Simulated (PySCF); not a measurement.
Polarisability and C₆ of Sn (tin, neutral)

[Kr] 4d10 5s2 5p2, high-spin 3P determinant. All numbers are calculated (PySCF 2.14, a scalar-relativistic core potential, in def2-QZVPPD with the def2 core potential (28 electrons)). Coupled (time-dependent) response in atomic units; α is the mean over directions.

```csv
method,mean α (bohr³),"α xx, yy, zz",C₆ (like pair),S(−4)
UHF,57.15,"47.14, 62.16, 62.16",636.6,1127
PBE,61.51,"47.83, 68.35, 68.35",672.8,1606
PBE0,58.42,"46.52, 64.37, 64.37",639.1,1328
wB97X-V,56.37,"45.64, 61.74, 61.74",614.4,1183
```

S(−4) is the Cauchy moment in α(ω) = α(0) + S(−4) ω² + …

Reference α: 53 ± 6 bohr³ (recommended; Schwerdtfeger and Nagle, table of static dipole polarizabilities (2023 update)). Published C₆: 659.0 (Chu and Dalgarno (2004); Tang, Norbeck and Certain (1976)).

Spin-orbit coupling is absent.

α(iu) at PBE:

```json
{"u (hartree)": "0", "α(iu) (bohr³)": "61.51"}
{"u (hartree)": "0.0500", "α(iu) (bohr³)": "57.84"}
{"u (hartree)": "0.100", "α(iu) (bohr³)": "49.76"}
{"u (hartree)": "0.200", "α(iu) (bohr³)": "34.09"}
{"u (hartree)": "0.300", "α(iu) (bohr³)": "23.79"}
{"u (hartree)": "0.500", "α(iu) (bohr³)": "13.31"}
{"u (hartree)": "0.750", "α(iu) (bohr³)": "7.934"}
{"u (hartree)": "1.00", "α(iu) (bohr³)": "5.467"}
{"u (hartree)": "1.50", "α(iu) (bohr³)": "3.248"}
{"u (hartree)": "2.00", "α(iu) (bohr³)": "2.234"}
{"u (hartree)": "3.00", "α(iu) (bohr³)": "1.278"}
{"u (hartree)": "5.00", "α(iu) (bohr³)": "0.5822"}
```

The components differ because the open shell of this determinant is not spherical; for a pure term their mean is the scalar polarisability.

Energies and moments cover only the electrons outside the core potential.
